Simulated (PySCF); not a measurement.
# Electron correlation in Ar²⁺ (argon, charge +2)

[Ne] 3s2 3p4, high-spin 3P determinant. Computed with PySCF 2.14 in x2c-TZVPPall with one added diffuse shell each of s, p, d type (6s6p4d1f, 51 functions), with scalar relativity by spin-free X2C-1e. Frozen: 1s2; 14 electrons correlated.

| level | correlation energy (mhartree) |
| --- | --- |
| CCSD | -321.27 |
| (T) | -5.38 |
| CCSD(T) | -326.65 |

Diagnostics: T1 = 0.0056, D1 = 0.0272, largest double amplitude 0.043.

Cost of the coupled-cluster step: of the order of 11 core-seconds, for 14 correlated electrons.

This basis was not built for core-valence correlation, so the inner-shell part is incomplete.
